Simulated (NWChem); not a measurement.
System: H$_{3}$O cation; SMILES [OH3+]

Input file for NWChem:

```
start job
memory heap 200 mb stack 900 mb global 1100 mb
charge 1
geometry units angstroms noautoz
  O      0.000000     0.000000     0.078775
  H      0.669342     0.669342    -0.207386
  H      0.244996    -0.914338    -0.207386
  H     -0.914338     0.244996    -0.207386
end
basis spherical
  * library def2-svp
end
dft
  xc m06
  iterations 150
  mulliken
end
task dft energy
```

Output (shortened):

```
             Northwest Computational Chemistry Package (NWChem) 7.3.0
             --------------------------------------------------------

 C3V symmetry detected

                             Geometry "geometry" -> ""
                             -------------------------

 Output coordinates in angstroms (scale by  1.889725989 to convert to a.u.)

  No.       Tag          Charge          X              Y              Z
 ---- ---------------- ---------- -------------- -------------- --------------
    1 O                    8.0000     0.00000000    -0.00000000     0.07804391
    2 H                    1.0000     0.66934190     0.66934190    -0.20811709
    3 H                    1.0000     0.24499614    -0.91433804    -0.20811709
    4 H                    1.0000    -0.91433804     0.24499614    -0.20811709

 Effective nuclear repulsion energy (a.u.)      13.8110707593

      Symmetry information
      --------------------

 Group name             C3v
 Group number             17
 Group order               6
 No. of unique centers     2

                                 NWChem DFT Module
                                 -----------------

 Summary of "ao basis" -> "ao basis" (spherical)
 ------------------------------------------------------------------------------
       Tag                 Description            Shells   Functions and Types
 ---------------- ------------------------------  ------  ---------------------
 O                          def2-svp                 6       14   3s2p1d
 H                          def2-svp                 3        5   2s1p

      Symmetry analysis of basis
      --------------------------

        a1         10
        a2          1
        e          18

  Rotation of axis

            General Information
            -------------------
          SCF calculation type: DFT
          Wavefunction type:  closed shell.
          No. of atoms     :     4
          No. of electrons :    10
           Alpha electrons :     5
            Beta electrons :     5
          Charge           :     1
          Spin multiplicity:     1
          Use of symmetry is: on ; symmetry adaption is: on
          Maximum number of iterations: 150
          AO basis - number of functions:    29
                     number of shells:    15
          Convergence on energy requested:  1.00D-06
          Convergence on density requested:  1.00D-05
          Convergence on gradient requested:  5.00D-04

              XC Information
              --------------
                          M06 Method XC Functional
                     Hartree-Fock (Exact) Exchange  0.270
                           M06 Exchange Functional  1.000
                         M06 Correlation Potential  1.000

             Grid Information
             ----------------
          Grid used for XC integration:  medium
          Radial quadrature: Mura-Knowles
          Angular quadrature: Lebedev.
          Tag              B.-S. Rad. Rad. Pts. Rad. Cut. Ang. Pts.
          ---              ---------- --------- --------- ---------
          O                   0.60       49           5.0       434
          H                   0.35       45           7.0       434
          Grid pruning is: on
          Number of quadrature shells:    94
          Spatial weights used:  Erf1

      Superposition of Atomic Density Guess
      -------------------------------------

 Sum of atomic energies:         -76.18899089

 Renormalizing density from      11.00 to     10

      Non-variational initial energy
      ------------------------------

 Total energy =     -71.779803
 1-e energy   =    -119.209172
 2-e energy   =      33.618298
 HOMO         =      -1.204522
 LUMO         =      -0.335287

      Symmetry analysis of molecular orbitals - initial
      -------------------------------------------------

  Numbering of irreducible representations:

     1 a1          2 a2          3 e

  Orbital symmetries:

     1 a1          2 a1          3 e           4 e           5 a1
     6 a1          7 e           8 e           9 e          10 e
    11 a1         12 a1         13 e          14 e          15 a1

     ---------------------------------------------
      Total Density - Mulliken Population Analysis
     ---------------------------------------------

    Atom       Charge   Shell Charges
 -----------   ------   -------------------------------------------------------
    1 O    8     8.64   1.99  1.25  0.38  3.76  1.25  0.00
    2 H    1     0.45   0.38  0.02  0.06
    3 H    1     0.45   0.38  0.02  0.06
    4 H    1     0.45   0.38  0.02  0.06

   convergence    iter        energy       DeltaE   RMS-Dens  Diis-err
 ---------------- ----- ----------------- --------- --------- ---------
 d= 0,ls=0.0,diis     1    -76.3293157564 -9.01D+01  5.06D-02  3.28D+00
 d= 0,ls=0.0,diis     2    -76.1768745789  1.52D-01  2.95D-02  4.63D+00
 d= 0,ls=0.0,diis     3    -76.6052195206 -4.28D-01  1.31D-03  1.04D-02
 d= 0,ls=0.0,diis     4    -76.6062150274 -9.96D-04  1.39D-04  7.18D-05
 d= 0,ls=0.0,diis     5    -76.6061486508  6.64D-05  1.11D-04  4.30D-06
 d= 0,ls=0.0,diis     6    -76.6061494592 -8.08D-07  3.42D-06  4.31D-08

         Total DFT energy =      -76.606149459217
      One electron energy =     -128.257007261652
           Coulomb energy =       47.202059477609
    Exchange-Corr. energy =       -9.362272434466
 Nuclear repulsion energy =       13.811070759293

 Numeric. integr. density =        9.999998693257

                  Occupations of the irreducible representations
                  ----------------------------------------------

                     irrep           alpha         beta
                     --------     --------     --------
                     a1                3.0          3.0
                     a2                0.0          0.0
                     e                 2.0          2.0

                       DFT Final Molecular Orbital Analysis
                       ------------------------------------

 Vector    3  Occ=2.000000D+00  E=-9.466574D-01  Symmetry=e
              MO Center=  1.3D-01, -3.4D-02, -1.9D-02, r^2= 7.0D-01
   Bfn.  Coefficient  Atom+Function         Bfn.  Coefficient  Atom+Function
  ----- ------------  ---------------      ----- ------------  ---------------
     5      0.526766  1 O  py                15      0.302827  2 H  s
    20     -0.301146  3 H  s                  8      0.218300  1 O  py
     4      0.143872  1 O  px                 7      0.059623  1 O  px
    17     -0.031277  2 H  px                16      0.028165  2 H  s
    21     -0.028009  3 H  s                 23     -0.027526  3 H  py

 Vector    4  Occ=2.000000D+00  E=-9.466574D-01  Symmetry=e
              MO Center= -1.3D-01,  3.4D-02, -1.9D-02, r^2= 7.0D-01
   Bfn.  Coefficient  Atom+Function         Bfn.  Coefficient  Atom+Function
  ----- ------------  ---------------      ----- ------------  ---------------
     4      0.526766  1 O  px                25     -0.348704  4 H  s
     7      0.218300  1 O  px                20      0.175808  3 H  s
    15      0.172896  2 H  s                  5     -0.143872  1 O  py
     8     -0.059623  1 O  py                27     -0.035630  4 H  px
    26     -0.032432  4 H  s                 18     -0.028065  2 H  py

 Vector    5  Occ=2.000000D+00  E=-7.615603D-01  Symmetry=a1
              MO Center=  1.1D-17,  2.9D-17,  1.6D-01, r^2= 5.7D-01
   Bfn.  Coefficient  Atom+Function         Bfn.  Coefficient  Atom+Function
  ----- ------------  ---------------      ----- ------------  ---------------
     6      0.641122  1 O  pz                 9      0.422526  1 O  pz
     3      0.161888  1 O  s                  2      0.144366  1 O  s
    15     -0.071526  2 H  s                 20     -0.071526  3 H  s
    25     -0.071526  4 H  s                  1      0.065230  1 O  s

 Vector    6  Occ=0.000000D+00  E=-2.737992D-01  Symmetry=a1
              MO Center= -3.0D-15,  4.8D-16, -3.0D-01, r^2= 3.0D+00
   Bfn.  Coefficient  Atom+Function         Bfn.  Coefficient  Atom+Function
  ----- ------------  ---------------      ----- ------------  ---------------
     3      1.014294  1 O  s                 16     -0.551902  2 H  s
    21     -0.551902  3 H  s                 26     -0.551902  4 H  s
     2      0.259737  1 O  s                 15     -0.181920  2 H  s
    20     -0.181920  3 H  s                 25     -0.181920  4 H  s
     9     -0.168437  1 O  pz                 6     -0.149324  1 O  pz

 Vector    7  Occ=0.000000D+00  E=-1.888840D-01  Symmetry=e
              MO Center= -2.6D-01, -4.9D-01, -2.6D-01, r^2= 3.0D+00
   Bfn.  Coefficient  Atom+Function         Bfn.  Coefficient  Atom+Function
  ----- ------------  ---------------      ----- ------------  ---------------
    21      1.212597  3 H  s                 26     -1.018668  4 H  s
     8      0.472284  1 O  py                 7     -0.348693  1 O  px
     5      0.304513  1 O  py                20      0.237173  3 H  s
     4     -0.224826  1 O  px                25     -0.199242  4 H  s
    16     -0.193930  2 H  s                 15     -0.037931  2 H  s

 Vector    8  Occ=0.000000D+00  E=-1.888840D-01  Symmetry=e
              MO Center=  2.6D-01,  4.9D-01, -2.6D-01, r^2= 3.0D+00
   Bfn.  Coefficient  Atom+Function         Bfn.  Coefficient  Atom+Function
  ----- ------------  ---------------      ----- ------------  ---------------
    16      1.288221  2 H  s                 26     -0.812059  4 H  s
    21     -0.476163  3 H  s                  7     -0.472284  1 O  px
     8     -0.348693  1 O  py                 4     -0.304513  1 O  px
    15      0.251964  2 H  s                  5     -0.224826  1 O  py
    25     -0.158831  4 H  s                 20     -0.093133  3 H  s

     ---------------------------------------------
      Total Density - Mulliken Population Analysis
     ---------------------------------------------

[...]
```

Level: M06/def2-SVP. Geometry: optimised at B3LYP/6-31G* (spherical d).
